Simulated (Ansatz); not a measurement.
A first, cheap relaxation of Cl₂H₅NSi₂ (`[SiH3]N[SiH](Cl)Cl`).

```yaml
crystal:
  periodic: [false, false, false]
  atoms:
    - {symbol: Si, position_ang: [-0.635100, 0.043100, 1.343900]}
    - {symbol: N, position_ang: [-0.222300, 0.825200, -0.109000]}
    - {symbol: Si, position_ang: [0.422000, -0.258000, -1.200200]}
    - {symbol: Cl, position_ang: [-0.930600, -1.308300, -2.258700]}
    - {symbol: Cl, position_ang: [1.565700, 0.755000, -2.544600]}
    - {symbol: H, position_ang: [0.642800, -0.368400, 1.972600]}
    - {symbol: H, position_ang: [-1.534500, -1.059600, 1.080600]}
    - {symbol: H, position_ang: [-1.266400, 1.072000, 2.210000]}
    - {symbol: H, position_ang: [0.421800, 1.555000, 0.063100]}
    - {symbol: H, position_ang: [1.361800, -1.195400, -0.494300]}
basis:
  gaussian: {orbitals: def2-SVP}
hamiltonian: {xc: pbe, dispersion: d4}
relax: {f_tol: 0.03, max_steps: 200}
```

```sh
$ ansatz run in.yaml --threads 4 --pin off --events-out ev --progress --plain --max-ram 10444MiB
```

Shortened log:

```
Functional definition: PBE
mean field -42340.74235950 eV, -1555.9935821256 hartree, gradient 7.2e-5 eV, S^2 0.000000; 0 other end points of the search recorded, 0 dependent functions left out
relax step   1: F+E_penalty+E_count = -42341.06885565 eV  Δ(F+E_penalty+E_count) = +0.000e0 eV  max|allowed force component| = 2.002e0 eV/Å  Δτ_max = 0.0000 Å  (26 SCF iters, accepted)
mean field -42341.19724392 eV, -1556.0102988198 hartree, gradient 1.3e-5 eV, S^2 0.000000; 0 other end points of the search recorded, 0 dependent functions left out
relax step   2: F+E_penalty+E_count = -42341.51365617 eV  Δ(F+E_penalty+E_count) = -4.448e-1 eV  max|allowed force component| = 9.702e-1 eV/Å  Δτ_max = 0.1718 Å  (29 SCF iters, accepted)
mean field -42341.30138587 eV, -1556.0141259660 hartree, gradient 1.1e-5 eV, S^2 0.000000; 0 other end points of the search recorded, 0 dependent functions left out
relax step   3: F+E_penalty+E_count = -42341.61284922 eV  Δ(F+E_penalty+E_count) = -9.919e-2 eV  max|allowed force component| = 6.256e-1 eV/Å  Δτ_max = 0.1504 Å  (29 SCF iters, accepted)
mean field -42341.37616477 eV, -1556.0168740399 hartree, gradient 1.9e-5 eV, S^2 0.000000; 0 other end points of the search recorded, 0 dependent functions left out
relax step   4: F+E_penalty+E_count = -42341.68738926 eV  Δ(F+E_penalty+E_count) = -7.454e-2 eV  max|allowed force component| = 4.611e-1 eV/Å  Δτ_max = 0.2000 Å  (34 SCF iters, accepted)
mean field -42341.40262469 eV, -1556.0178464238 hartree, gradient 1.5e-5 eV, S^2 0.000000; 0 other end points of the search recorded, 0 dependent functions left out
relax step   5: F+E_penalty+E_count = -42341.71276386 eV  Δ(F+E_penalty+E_count) = -2.537e-2 eV  max|allowed force component| = 2.031e-1 eV/Å  Δτ_max = 0.2000 Å  (27 SCF iters, accepted)
mean field -42341.41195478 eV, -1556.0181892983 hartree, gradient 8.5e-6 eV, S^2 0.000000; 0 other end points of the search recorded, 0 dependent functions left out
relax step   6: F+E_penalty+E_count = -42341.72228090 eV  Δ(F+E_penalty+E_count) = -9.517e-3 eV  max|allowed force component| = 5.362e-2 eV/Å  Δτ_max = 0.1083 Å  (29 SCF iters, accepted)
mean field -42341.41536147 eV, -1556.0183144919 hartree, gradient 2.1e-5 eV, S^2 0.000000; 0 other end points of the search recorded, 0 dependent functions left out
relax step   7: F+E_penalty+E_count = -42341.72605306 eV  Δ(F+E_penalty+E_count) = -3.772e-3 eV  max|allowed force component| = 8.676e-2 eV/Å  Δτ_max = 0.0786 Å  (28 SCF iters, accepted)
mean field -42341.41417099 eV, -1556.0182707425 hartree, gradient 1.6e-5 eV, S^2 0.000000; 0 other end points of the search recorded, 0 dependent functions left out
relax step   8: F+E_penalty+E_count = -42341.72529515 eV  Δ(F+E_penalty+E_count) = +7.579e-4 eV  max|allowed force component| = 2.417e-1 eV/Å  Δτ_max = 0.1961 Å  (27 SCF iters, rejected (line search))
mean field -42341.41696662 eV, -1556.0183734802 hartree, gradient 2.2e-5 eV, S^2 0.000000; 0 other end points of the search recorded, 0 dependent functions left out
relax step   9: F+E_penalty+E_count = -42341.72777933 eV  Δ(F+E_penalty+E_count) = -1.726e-3 eV  max|allowed force component| = 1.854e-1 eV/Å  Δτ_max = 0.0981 Å  (28 SCF iters, accepted)
mean field -42341.42295823 eV, -1556.0185936677 hartree, gradient 2.2e-5 eV, S^2 0.000000; 0 other end points of the search recorded, 0 dependent functions left out
relax step  10: F+E_penalty+E_count = -42341.73396130 eV  Δ(F+E_penalty+E_count) = -6.182e-3 eV  max|allowed force component| = 1.096e-1 eV/Å  Δτ_max = 0.0976 Å  (28 SCF iters, accepted)
mean field -42341.42480979 eV, -1556.0186617112 hartree, gradient 2.0e-5 eV, S^2 0.000000; 0 other end points of the search recorded, 0 dependent functions left out
relax step  11: F+E_penalty+E_count = -42341.73608561 eV  Δ(F+E_penalty+E_count) = -2.124e-3 eV  max|allowed force component| = 1.392e-1 eV/Å  Δτ_max = 0.0870 Å  (27 SCF iters, accepted)
mean field -42341.42723302 eV, -1556.0187507633 hartree, gradient 2.0e-5 eV, S^2 0.000000; 0 other end points of the search recorded, 0 dependent functions left out
relax step  12: F+E_penalty+E_count = -42341.73870961 eV  Δ(F+E_penalty+E_count) = -2.624e-3 eV  max|allowed force component| = 1.550e-1 eV/Å  Δτ_max = 0.0694 Å  (28 SCF iters, accepted)
mean field -42341.43074033 eV, -1556.0188796545 hartree, gradient 2.0e-5 eV, S^2 0.000000; 0 other end points of the search recorded, 0 dependent functions left out
relax step  13: F+E_penalty+E_count = -42341.74219455 eV  Δ(F+E_penalty+E_count) = -3.485e-3 eV  max|allowed force component| = 1.183e-1 eV/Å  Δτ_max = 0.0729 Å  (28 SCF iters, accepted)
mean field -42341.43412618 eV, -1556.0190040822 hartree, gradient 2.0e-5 eV, S^2 0.000000; 0 other end points of the search recorded, 0 dependent functions left out
relax step  14: F+E_penalty+E_count = -42341.74576122 eV  Δ(F+E_penalty+E_count) = -3.567e-3 eV  max|allowed force component| = 1.141e-1 eV/Å  Δτ_max = 0.1203 Å  (28 SCF iters, accepted)
mean field -42341.43631308 eV, -1556.0190844495 hartree, gradient 1.9e-5 eV, S^2 0.000000; 0 other end points of the search recorded, 0 dependent functions left out
relax step  15: F+E_penalty+E_count = -42341.74756847 eV  Δ(F+E_penalty+E_count) = -1.807e-3 eV  max|allowed force component| = 1.161e-1 eV/Å  Δτ_max = 0.0685 Å  (28 SCF iters, accepted)
mean field -42341.43788758 eV, -1556.0191423111 hartree, gradient 1.9e-5 eV, S^2 0.000000; 0 other end points of the search recorded, 0 dependent functions left out
relax step  16: F+E_penalty+E_count = -42341.74908649 eV  Δ(F+E_penalty+E_count) = -1.518e-3 eV  max|allowed force component| = 8.768e-2 eV/Å  Δτ_max = 0.0591 Å  (28 SCF iters, accepted)
mean field -42341.43973850 eV, -1556.0192103313 hartree, gradient 1.9e-5 eV, S^2 0.000000; 0 other end points of the search recorded, 0 dependent functions left out
relax step  17: F+E_penalty+E_count = -42341.75048615 eV  Δ(F+E_penalty+E_count) = -1.400e-3 eV  max|allowed force component| = 5.949e-2 eV/Å  Δτ_max = 0.0776 Å  (28 SCF iters, accepted)
mean field -42341.44092256 eV, -1556.0192538447 hartree, gradient 2.0e-5 eV, S^2 0.000000; 0 other end points of the search recorded, 0 dependent functions left out
relax step  18: F+E_penalty+E_count = -42341.75130866 eV  Δ(F+E_penalty+E_count) = -8.225e-4 eV  max|allowed force component| = 4.520e-2 eV/Å  Δτ_max = 0.0356 Å  (28 SCF iters, accepted)
mean field -42341.44172082 eV, -1556.0192831800 hartree, gradient 2.0e-5 eV, S^2 0.000000; 0 other end points of the search recorded, 0 dependent functions left out
relax step  19: F+E_penalty+E_count = -42341.75185295 eV  Δ(F+E_penalty+E_count) = -5.443e-4 eV  max|allowed force component| = 3.011e-2 eV/Å  Δτ_max = 0.0410 Å  (27 SCF iters, accepted)
mean field -42341.44316849 eV, -1556.0193363810 hartree, gradient 2.0e-5 eV, S^2 0.000000; 0 other end points of the search recorded, 0 dependent functions left out
relax step  20: F+E_penalty+E_count = -42341.75246906 eV  Δ(F+E_penalty+E_count) = -6.161e-4 eV  max|allowed force component| = 6.694e-2 eV/Å  Δτ_max = 0.1003 Å  (29 SCF iters, accepted)
mean field -42341.44370818 eV, -1556.0193562143 hartree, gradient 1.9e-5 eV, S^2 0.000000; 0 other end points of the search recorded, 0 dependent functions left out
relax step  21: F+E_penalty+E_count = -42341.75292683 eV  Δ(F+E_penalty+E_count) = -4.578e-4 eV  max|allowed force component| = 5.711e-2 eV/Å  Δτ_max = 0.0100 Å  (29 SCF iters, accepted)
mean field -42341.44373220 eV, -1556.0193570972 hartree, gradient 1.9e-5 eV, S^2 0.000000; 0 other end points of the search recorded, 0 dependent functions left out
relax step  22: F+E_penalty+E_count = -42341.75283902 eV  Δ(F+E_penalty+E_count) = +8.782e-5 eV  max|allowed force component| = 1.137e-1 eV/Å  Δτ_max = 0.0144 Å  (28 SCF iters, rejected (line search))
mean field -42341.44402898 eV, -1556.0193680033 hartree, gradient 1.9e-5 eV, S^2 0.000000; 0 other end points of the search recorded, 0 dependent functions left out
relax step  23: F+E_penalty+E_count = -42341.75330050 eV  Δ(F+E_penalty+E_count) = -3.737e-4 eV  max|allowed force component| = 2.078e-2 eV/Å  Δτ_max = 0.0070 Å  (30 SCF iters, accepted)
mean field -42341.44596129 eV, -1556.0194390145 hartree, gradient 2.1e-5 eV, S^2 0.000000; 0 other end points of the search recorded, 0 dependent functions left out
relax step  24: F+E_penalty+E_count = -42341.75427113 eV  Δ(F+E_penalty+E_count) = -9.706e-4 eV  max|allowed force component| = 3.532e-2 eV/Å  Δτ_max = 0.0916 Å  (28 SCF iters, accepted)
mean field -42341.44694600 eV, -1556.0194752018 hartree, gradient 1.2e-5 eV, S^2 0.000000; 0 other end points of the search recorded, 0 dependent functions left out
relax step  25: F+E_penalty+E_count = -42341.75363261 eV  Δ(F+E_penalty+E_count) = +6.385e-4 eV  max|allowed force component| = 1.554e-1 eV/Å  Δτ_max = 0.1398 Å  (27 SCF iters, rejected (line search))
mean field -42341.44724545 eV, -1556.0194862064 hartree, gradient 2.1e-5 eV, S^2 0.000000; 0 other end points of the search recorded, 0 dependent functions left out
relax step  26: F+E_penalty+E_count = -42341.75511904 eV  Δ(F+E_penalty+E_count) = -8.479e-4 eV  max|allowed force component| = 4.529e-2 eV/Å  Δτ_max = 0.0682 Å  (28 SCF iters, accepted)
mean field -42341.44819748 eV, -1556.0195211931 hartree, gradient 2.1e-5 eV, S^2 0.000000; 0 other end points of the search recorded, 0 dependent functions left out
relax step  27: F+E_penalty+E_count = -42341.75531476 eV  Δ(F+E_penalty+E_count) = -1.957e-4 eV  max|allowed force component| = 5.702e-2 eV/Å  Δτ_max = 0.0718 Å  (28 SCF iters, accepted)
mean field -42341.44871177 eV, -1556.0195400926 hartree, gradient 2.0e-5 eV, S^2 0.000000; 0 other end points of the search recorded, 0 dependent functions left out
relax step  28: F+E_penalty+E_count = -42341.75562072 eV  Δ(F+E_penalty+E_count) = -3.060e-4 eV  max|allowed force component| = 6.982e-2 eV/Å  Δτ_max = 0.0441 Å  (27 SCF iters, accepted)
mean field -42341.44870088 eV, -1556.0195396926 hartree, gradient 2.0e-5 eV, S^2 0.000000; 0 other end points of the search recorded, 0 dependent functions left out
relax step  29: F+E_penalty+E_count = -42341.75584719 eV  Δ(F+E_penalty+E_count) = -2.265e-4 eV  max|allowed force component| = 4.345e-2 eV/Å  Δτ_max = 0.0172 Å  (29 SCF iters, accepted)
mean field -42341.44879114 eV, -1556.0195430096 hartree, gradient 2.0e-5 eV, S^2 0.000000; 0 other end points of the search recorded, 0 dependent functions left out
relax step  30: F+E_penalty+E_count = -42341.75596408 eV  Δ(F+E_penalty+E_count) = -1.169e-4 eV  max|allowed force component| = 2.409e-2 eV/Å  Δτ_max = 0.0070 Å  (29 SCF iters, accepted)
mean field -42341.44879114 eV, -1556.0195430096 hartree, gradient 1.9e-5 eV, S^2 0.000000; 1 other end points of the search recorded, 0 dependent functions left out
Total energy: -42341.75600162 eV, -1556.0308327866 hartree
Atom 0 at    -0.474918     0.038376     1.587166 Å, force     0.006477     0.019717    -0.024095 eV/Å
Atom 1 at     0.124106     0.616037     0.030109 Å, force    -0.011356    -0.005846     0.021835 eV/Å
Atom 2 at     0.408345    -0.307707    -1.400742 Å, force    -0.002498     0.011803     0.000753 eV/Å
Atom 3 at    -1.211161    -0.291325    -2.707731 Å, force     0.012205    -0.001469     0.007323 eV/Å
Atom 4 at     2.009919     0.526080    -2.422227 Å, force    -0.004710    -0.003156     0.001800 eV/Å
Atom 5 at     0.379314     0.571025     2.705350 Å, force    -0.001372    -0.004540    -0.001703 eV/Å
Atom 6 at    -0.395751    -1.460136     1.541142 Å, force     0.000934     0.002618     0.001438 eV/Å
Atom 7 at    -1.898027     0.457313     1.847297 Å, force     0.005808    -0.004910    -0.000144 eV/Å
Atom 8 at     0.189636     1.634722    -0.084455 Å, force     0.000030    -0.022207    -0.005324 eV/Å
Atom 9 at     0.693738    -1.723785    -1.032509 Å, force    -0.005518     0.007991    -0.001884 eV/Å
Dipole moment:    -0.020700     0.113755     0.352935 e Å
```

Hardware: 4 threads of an Intel Xeon Platinum 8175M on a shared host. Wall time 37 s, peak host memory 0.18 GiB.
